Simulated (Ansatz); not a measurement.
Isolated molecules relaxed with PBE0-D4/def2-TZVP in Ansatz; ΔE leaves out vibrations. CBS: MP2 limit from def2 TZ/QZ plus the TZ coupled-cluster correction, frozen cores. This one scheme is used for every species. DFT in def2-TZVPP. Each species was taken in one conformer, which may not be the lowest.

Consider the hydrogenolysis of a B–O bond: `CNB(N)O` + H₂ → `CNBN` + H₂O.

(1) Is it downhill or uphill in electronic energy at CCSD(T)/CBS, and by how much? (Estimate.)

(2) What do these levels give: PBE-D4, PBE0-D4, ωB97M-V, B2PLYP, PBE, PBE0, HF/def2-TZVPP, MP2/def2-TZVPP, CCSD/def2-TZVPP, CCSD(T)/def2-TZVPP, HF/def2-QZVPP, CCSD/CBS(def2)? (Best estimate.)

Largest T1 diagnostic among the species: 0.011.

Answers

(1) Computed: Uphill: ΔE = +0.77 eV.

(2) The calculation gave: PBE-D4 0.75, PBE0-D4 0.76, ωB97M-V 0.80, B2PLYP 0.77, PBE 0.71, PBE0 0.72, HF/def2-TZVPP 0.75, MP2/def2-TZVPP 0.81, CCSD/def2-TZVPP 0.76, CCSD(T)/def2-TZVPP 0.78, HF/def2-QZVPP 0.75, CCSD/CBS(def2) 0.75 eV.

In def2-TZVPP, CCSD(T) changes the Hartree–Fock value by +0.03 eV (the triples alone add +0.02 eV) and MP2 by +0.07 eV. The D4 term adds +0.07 eV with B3LYP and +0.04 eV with PBE0; it sums over pairs of atoms, weighted by their polarisabilities, and B3LYP, whose exchange is more repulsive, gets the larger term.

B3LYP here is the variant with VWN-RPA as its local correlation; programs differ in this.
